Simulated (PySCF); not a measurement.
CH7ClSi2.
Cartesian coordinates in Å at the PBE0-D3(BJ)/def2-SVP level; atoms count from 1:
```xyz
11
CH7ClSi2 angstrom
Si    -2.1117    1.0008    1.2211
C     -0.7551    2.1524    0.5715
Si     1.0206    1.5234    0.7710
Cl    -0.8923    3.7244    1.4565
H     -1.8846    0.7456    2.6727
H     -2.0495   -0.2933    0.4729
H     -3.4465    1.6339    1.0166
H     -0.9438    2.3683   -0.4931
H      1.2938    1.2741    2.2156
H      1.1694    0.2447    0.0088
H      1.9759    2.5373    0.2382
```

Jobs on this species (11 atoms, 58 electrons) with PySCF (density fitting). Hardware of each: an Arm Neoverse V1 with one thread, shared host. The host was shared with other jobs, so the times are rough.

**Question.** Rank these jobs by wall time, shortest first.
A. wB97X-D/def2-SVPD; 10 singlets by full TDDFT, 4 Tamm–Dancoff triplets, polarisability, ΔSCF ions; 151 basis functions
B. B3LYP/pcSseg-2; shieldings; 263 basis functions
C. PBE0-D3(BJ)/def2-SVP, grid level 1; geometry optimisation from a GFN2-xTB start; 103 basis functions

**Answer.** C (14 s), B (26 s), A (42 s).

All jobs:

```tsv
level and settings	work	basis functions	SCF cycles	wall time
PBE0/pcSseg-1	shieldings, charges and field gradients	124	12	9.0 s
PBE0-D3(BJ)/def2-SVP, grid level 1	geometry optimisation from a GFN2-xTB start	103	24	14 s
delta-SCF UKS SCAN, pcX-2 on the ionised atom, pcseg-1 elsewhere, spin-free X2C	ΔSCF core ionisation, 5 holes	145	66	25 s
B3LYP/pcSseg-2	shieldings	263	12	26 s
wB97X-D/def2-SVPD	10 singlets by full TDDFT, 4 Tamm–Dancoff triplets, polarisability, ΔSCF ions	151	12	42 s
```

**Question.** What do all jobs in the table cost together?

**Answer.** About 1.9 min; the longest takes about 36 % of that, and about 4.7 times as long as the shortest.
